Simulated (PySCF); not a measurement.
**SMILES C#CC(F)=C=CF, C$_{5}$H$_{2}$F$_{2}$**

Molfile (atoms numbered from 1):
```
C5H2F2
     RDKit          3D

  9  8  0  0  0  0  0  0  0  0999 V2000
    2.2163    1.1895    0.6857 C   0  0  0  0  0  0  0  0  0  0  0  0
    1.4408    0.3487    0.3197 C   0  0  0  0  0  0  0  0  0  0  0  0
    0.5280   -0.6434   -0.1143 C   0  0  0  0  0  0  0  0  0  0  0  0
    1.0920   -1.8343   -0.3742 F   0  0  0  0  0  0  0  0  0  0  0  0
   -0.7562   -0.4622   -0.2676 C   0  0  0  0  0  0  0  0  0  0  0  0
   -2.0362   -0.2645   -0.3306 C   0  0  0  0  0  0  0  0  0  0  0  0
   -2.6511    0.1665   -1.4347 F   0  0  0  0  0  0  0  0  0  0  0  0
    2.9024    1.9357    1.0115 H   0  0  0  0  0  0  0  0  0  0  0  0
   -2.7260   -0.4310    0.4907 H   0  0  0  0  0  0  0  0  0  0  0  0
  1  2  3  0
  2  3  1  0
  3  4  1  0
  3  5  2  0
  5  6  2  0
  6  7  1  0
  1  8  1  0
  6  9  1  0
M  END
```

Computed, not measured: PySCF, TDDFT CAM-B3LYP/def2-TZVPD circular dichroism and optical rotation, one conformer, gas phase. Geometry: PBE0-D3(BJ)/def2-TZVP.

No stereocentre is labelled: unless the shape is locked (an allene, a helicene, a hindered biaryl), the mirror image is equally populated and a measured rotation or CD is zero.

Question: List the lowest 12 singlet excitations with oscillator and rotatory strengths.

Answer: Rotatory strengths R in 10⁻⁴⁰ esu² cm², velocity form and length form (origin at the centre of mass); f in length form.
```
state  E (eV)  λ (nm)       f  R (velocity)  R (length)                                    main
    1    5.00     248  0.0005          +4.2        +4.2      HOMO−1→LUMO 0.65, HOMO→LUMO+1 0.31
    2    5.05     245  0.0002          +3.2        +3.3      HOMO→LUMO+1 0.63, HOMO−1→LUMO 0.31
    3    5.51     225   0.174          -0.5        -0.6      HOMO→LUMO 0.75, HOMO−1→LUMO+1 0.13
    4    5.94     209  0.0002          -0.8        -0.8                        HOMO−2→LUMO 0.91
    5    6.68     186   0.001          +8.8        +8.8    HOMO→LUMO+5 0.46, HOMO−3→LUMO+1 0.35
    6    6.98     178   0.009          -2.5        -2.6    HOMO−3→LUMO 0.27, HOMO−2→LUMO+1 0.26
    7    7.02     177   0.505         -84.9       -84.5    HOMO−1→LUMO+1 0.56, HOMO→LUMO+2 0.23
    8    7.14     174   0.495        +116.7      +116.4    HOMO→LUMO+2 0.37, HOMO−1→LUMO+1 0.22
    9    7.61     163   0.210         -12.3       -12.2  HOMO−1→LUMO+2 0.79, HOMO−1→LUMO+3 0.10
   10    7.84     158   0.035          -5.5        -5.5                        HOMO→LUMO+3 0.84
   11    8.09     153   0.015         -15.2       -15.2    HOMO−3→LUMO+1 0.36, HOMO→LUMO+5 0.28
   12    8.13     152   0.088          -1.8        -1.2    HOMO−3→LUMO 0.23, HOMO−2→LUMO+1 0.20
```

Among the states computed, the strongest CD band (largest |R|) is state 8. The largest dissymmetry factor in size, g = 4R/(D+G), with D and G the electric and magnetic dipole strengths, is +0.13 for state 2 (velocity form, f = 0.0002), among bands with |R| over 0.5. The mirror image has the same energies and oscillator strengths and all R with the opposite sign.
